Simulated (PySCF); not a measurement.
H5NOSiZn, SMILES [NH2][Zn][O][SiH3].

The structure is a stationary point at PBE0-D3(BJ)/def2-SVP. The structure was generated by enumeration; whether it is a known compound was not checked. One conformer was computed; it need not be the lowest.

Calculation: PBE/def2-TZVP (PySCF).

Isolated molecule, no solvent.

**Question.** Estimate the frontier levels, gap, dipole moment and polarisability. (An estimate is asked for; the answer gives what the named calculation found.)

**Answer.** 
| Item | Result |
|---|---|
| highest occupied level | -5.97 eV |
| lowest empty level | -1.83 eV |
| orbital gap | 4.14 eV |
| dipole moment | 2.33 D |
| quadrupole, principal values (traceless, Buckingham form, about the centre of nuclear charge) | -7.04, 2.97, 4.07 D·Å |
| mean static polarisability | 63.5 bohr³ (9.41 Å³) |
| polarisability, principal values | 52.3, 53.0, 85.2 bohr³ |
